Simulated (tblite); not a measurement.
Compound: CH10N2OSi2.
SMILES with atom numbers: `[CH3:1][O:2][Si@H:3]([NH2:4])[NH:5][SiH3:6]` (hydrogens: H7, H8, H9 on C1; H10 on Si3; H11, H12 on N4; H13 on N5; H14, H15, H16 on Si6)

Structure used (GFN2-xTB), in Å, numbered top down from 1:
```
atom  x, y, z in Å
C1    -2.390    0.432    0.530
O2    -1.767   -0.356   -0.441
Si3   -0.205   -0.801   -0.496
N4     0.227   -1.648    0.942
N5     0.908    0.528   -0.564
Si6    2.124    1.047    0.545
H7    -3.437    0.550    0.246
H8    -1.917    1.415    0.592
H9    -2.332   -0.043    1.512
H10   -0.239   -1.516   -1.767
H11    1.193   -1.891    1.076
H12   -0.362   -2.415    1.223
H13    0.784    1.107   -1.377
H14    3.170    0.019    0.653
H15    1.562    1.301    1.876
H16    2.672    2.279   -0.028
```

Computed with GFN2-xTB (tblite): harmonic, unscaled wavenumbers at the GFN2-xTB geometry, gas phase. The method is semi-empirical: single wavenumbers can be off by several per cent or more. Modes of hydrogen on silicon can be 10 to 20 % off. One conformer, not necessarily the lowest. The optimisation stopped once no atom felt more than 0.01 eV/Å.

Lowest wavenumbers of the output (negative numbers stand for imaginary wavenumbers):
```
mode    cm-1
  1     -21.8
  2      62.2
  3      83.1
  4      94.8
  5     137.8
  6     143.7
  7     207.0
  8     241.3
  9     272.7
 10     284.8
 11     382.0
 12     550.9
 13     576.5
 14     584.6
 15     631.6
```

Q: Is this structure a minimum?

A: Not by this Hessian. 1 mode is imaginary beyond 20i (22i cm⁻¹), so at this level the point lies at or near a first-order saddle. The curvature is small, so loose convergence or finite differences may be the whole cause.

Q: Which atoms move in the imaginary mode?

A: 22i: Si6 (SiH3 silicon) 25 %, N5 (nitrogen bridging silicon atoms) 20 %, C1 (methoxy carbon) 16 %. These are shares of the mass-weighted motion.

Q: What is the remedy?

A: Step along that mode in both directions, optimise again with tighter thresholds and repeat the frequencies. The zero-point energy of this point (72.1 kcal/mol) counts the 41 real modes alone, and thermal corrections from it aren't those of a minimum.
